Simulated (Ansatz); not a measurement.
Mulliken charges of BrF$_{2}$H$_{3}$Si$_{2}$, SMILES `F[Si](F)([SiH3])Br` from PBE/def2-TZVPP in Ansatz (PBE0-D4/def2-TZVP geometry).

| atom | x (Å) | y (Å) | z (Å) | charge (e) |
| --- | --- | --- | --- | --- |
| F1 | 1.687 | -0.332 | 1.472 | -0.244 |
| Si2 | 1.105 | -0.110 | 0.013 | 0.666 |
| F3 | 1.639 | -1.315 | -0.869 | -0.244 |
| Si4 | -1.225 | -0.029 | 0.028 | 0.057 |
| Br5 | 1.982 | 1.745 | -0.784 | -0.164 |
| H6 | -1.642 | 1.113 | 0.879 | -0.022 |
| H7 | -1.765 | -1.301 | 0.572 | -0.026 |
| H8 | -1.688 | 0.173 | -1.367 | -0.022 |

By hand: the dipole of these point charges (1 e Å = 4.8032 D).

Σ q r = (-0.351, 0.046, -0.012) e Å, of length 0.354 e Å = 1.70 D.

How does the dipole of the full density compare? (Best estimate.)

Ansatz gave: (-0.361, 0.056, -0.016) e Å, 1.76 D; the point charges give 0.97 times that, at 1° from its direction.

Point charges leave out the atoms' own dipoles, such as those of lone pairs, and Mulliken's split depends on the basis, so the close match here is no proof of good charges.
